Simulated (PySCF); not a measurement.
**Atomic charges by several schemes**

Species: C5H9FOSi.
Cartesian coordinates in Å at the GFN2-xTB level; atoms count from 1:
```
atom  x, y, z in Å
F1     3.134   -0.405   -1.585
Si2    3.013   -0.134   -0.003
O3     1.599    0.565    0.327
C4     0.301    0.207    0.226
C5    -0.220   -0.898   -0.286
C6    -1.714   -0.907   -0.165
C7    -2.057    0.537    0.250
C8    -0.746    1.139    0.778
H9     3.179   -1.452    0.585
H10    3.932    0.925    0.343
H11    0.331   -1.714   -0.717
H12   -2.199   -1.191   -1.100
H13   -2.025   -1.627    0.598
H14   -2.850    0.570    0.995
H15   -2.394    1.098   -0.622
H16   -0.702    1.132    1.870
H17   -0.588    2.165    0.444
```

Density: PBE0/pcSseg-1 (PySCF); schemes: Mulliken, IAO, Hirshfeld and ESP-fitted. Geometry: GFN2-xTB, one conformer, isolated molecule.

Q: At which atom do the 4 schemes differ most?

A: At Si2: from +0.485 (Hirshfeld) to +1.289 e (IAO), 0.804 e apart.

Q: Do the Mulliken, IAO, Hirshfeld and ESP-fitted schemes agree on where the charge is lowest?

A: The schemes don't all agree: Mulliken O3 (-0.613); IAO O3 (-0.589); Hirshfeld F1 (-0.211); ESP-fitted O3 (-0.504).

Q: Do the Mulliken, IAO, Hirshfeld and ESP-fitted schemes agree on where the charge is highest?

A: All schemes agree: Mulliken Si2 (+1.055); IAO Si2 (+1.289); Hirshfeld Si2 (+0.485); ESP-fitted Si2 (+0.805).

Q: Tabulate the Mulliken, IAO, Hirshfeld and ESP-fitted charges.

A: In e:

| atom | environment | Mulliken | IAO | Hirshfeld | ESP-fitted |
| --- | --- | --- | --- | --- | --- |
| F1 | silicon-bound fluorine | -0.431 | -0.539 | -0.211 | -0.318 |
| Si2 | fluorine-bound silicon | +1.055 | +1.289 | +0.485 | +0.805 |
| O3 | silyl ether oxygen | -0.613 | -0.589 | -0.194 | -0.504 |
| C4 | vinylic carbon bearing oxygen | +0.175 | +0.197 | +0.075 | +0.403 |
| C5 | alkene CH carbon | -0.204 | -0.241 | -0.086 | -0.409 |
| C6 | allylic carbon | -0.164 | -0.257 | -0.070 | +0.017 |
| C7 | ring CH2 carbon | -0.238 | -0.258 | -0.063 | -0.202 |
| C8 | allylic carbon | -0.166 | -0.276 | -0.075 | -0.083 |
| H9 | Si–H hydrogen | -0.149 | -0.166 | -0.072 | -0.131 |
| H10 | Si–H hydrogen | -0.135 | -0.152 | -0.071 | -0.107 |
| H11 | vinylic hydrogen | +0.096 | +0.149 | +0.045 | +0.176 |
| H12 | methylene hydrogen | +0.128 | +0.140 | +0.040 | +0.049 |
| H13 | methylene hydrogen | +0.128 | +0.135 | +0.035 | +0.042 |
| H14 | methylene hydrogen | +0.120 | +0.139 | +0.040 | +0.071 |
| H15 | methylene hydrogen | +0.128 | +0.140 | +0.039 | +0.079 |
| H16 | methylene hydrogen | +0.134 | +0.142 | +0.040 | +0.053 |
| H17 | methylene hydrogen | +0.135 | +0.147 | +0.043 | +0.061 |

Mean size of the charges over all atoms: IAO 0.292 e, Mulliken 0.247 e, ESP-fitted 0.206 e, Hirshfeld 0.099 e. Each set sums to the total charge, 0, to within 0.001 e. The ESP scheme is a least-squares fit of atom-centred charges to the potential on four shells outside the van der Waals surface, with the total charge fixed. The Hirshfeld scheme divides the density at each point in proportion to the densities of the neutral, spherically averaged free atoms.

Q: How many electrons does the IAO scheme count on C4?

A: Z − q = 6 − (+0.197) = 5.803.

Q: How closely do the schemes follow one another over all atoms?

A: Correlation coefficient and root-mean-square difference: IAO with Hirshfeld 0.99, 0.260 e; Mulliken with IAO 0.99, 0.075 e; Mulliken with Hirshfeld 0.99, 0.200 e; Mulliken with ESP-fitted 0.94, 0.124 e; Hirshfeld with ESP-fitted 0.93, 0.167 e; IAO with ESP-fitted 0.92, 0.175 e.

The run behind these numbers computed NMR shieldings as well. On one thread of an Arm Neoverse N1, no GPU (shared host), this took 56 s of wall time and 0.83 GiB of memory at its peak.
